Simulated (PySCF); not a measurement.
SMILES [SiH3]OCCc1ccco1 (C₆H₁₀O₂Si) (GFN2-xTB optimised geometry):

```
19

Si    -1.021    -0.206     3.157
O     -1.734    -1.362     2.274
C     -2.096    -1.392     0.930
C     -0.911    -1.672    -0.001
C      0.074    -0.553     0.000
C      1.437    -0.553     0.000
C      1.836     0.807     0.000
C      0.686     1.530     0.002
O     -0.386     0.717    -0.003
H      0.411    -0.069     2.875
H     -1.271    -0.756     4.479
H     -1.661     1.094     2.938
H     -2.837    -2.192     0.819
H     -2.561    -0.441     0.643
H     -0.405    -2.585     0.316
H     -1.305    -1.826    -1.010
H      2.078    -1.412     0.002
H      2.837     1.185     0.001
H      0.500     2.585     0.006
```

Level of theory: PBE0/def2-SVP in PySCF.

What are the frontier orbital energies and the dipole moment?

HOMO-2 -8.23 eV, HOMO-1 -7.85 eV, HOMO -6.42 eV, LUMO 0.35 eV, LUMO+1 1.08 eV; dipole moment 1.36 D.

Meta-Löwdin charges at PBE0/def2-SVP: Si1 0.73, O2 -0.61, C3 0.04, C4 -0.20, C5 0.16, C6 -0.18, C7 -0.17, C8 0.03, O9 -0.24, H10 -0.12, H11 -0.11, H12 -0.13, H13 0.10, H14 0.09, H15 0.12, H16 0.11, H17 0.12, H18 0.12, H19 0.13.
